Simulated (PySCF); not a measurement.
**S⁺: excitation energy**

S⁺ [Ne] 3s2 3p3 (4S) → S⁺ [Ne] 3s2 3p2 3d1 (high-spin determinant), as a difference of total energies. Computed with PySCF 2.14 in aug-cc-pCVTZ-DK, with the spin-free X2C one-electron Hamiltonian (Gaussian nucleus). Correlated levels: valence and next inner shell: 1s2 frozen. The calculations carry no spin-orbit coupling.

```csv
method,excitation energy (eV)
UHF,14.574
MP2 (valence and next inner shell),14.323
SCS-MP2 (valence and next inner shell),14.283
CCSD (valence and next inner shell),14.469
CCSD(T) (valence and next inner shell),13.948
```

Q: How much does correlation contribute at CCSD(T) (valence and next inner shell)?

A: 13.948 − (14.574) = -0.626 eV, measured against UHF.

A first-order spin-orbit estimate (lowest level to lowest level, LS coupling) adds -0.039 eV.

The promoted electron is Rydberg-like, and one or two diffuse shells describe it only roughly, which tends to raise the upper state.

The coupled-cluster amplitudes are large for the upper state (T1 above 0.03 or a double amplitude above 0.15), so a single reference is strained.

The determinant of the upper state mixes LS terms, which raises its energy above the lowest term, most at the Hartree-Fock and MP2 levels.
